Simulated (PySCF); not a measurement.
This script is equivalent to a calculation on Ga³⁺ (gallium, charge +3).

```python
from pyscf import gto, scf, dft, mp, cc
import basis_set_exchange as bse
mol = gto.M(atom="Ga 0 0 0", charge=3, spin=0, symmetry="D2h",
            basis=gto.basis.parse(bse.get_basis("cc-pVDZ-DK", elements=["Ga"], fmt="nwchem", header=False)),
            nucmod="G")
mf = dft.UKS(mol, xc="B88,P86").sfx2c1e()
mf.irrep_nelec = {'Ag': (5, 5), 'B1g': (1, 1), 'B2g': (1, 1), 'B3g': (1, 1), 'B1u': (2, 2), 'B2u': (2, 2), 'B3u': (2, 2)}
mf.kernel()
```

What total energy does it give?

-1941.885 hartree (calculated).

Which occupied shell lies highest, and where?

3d, at -52.753 eV.
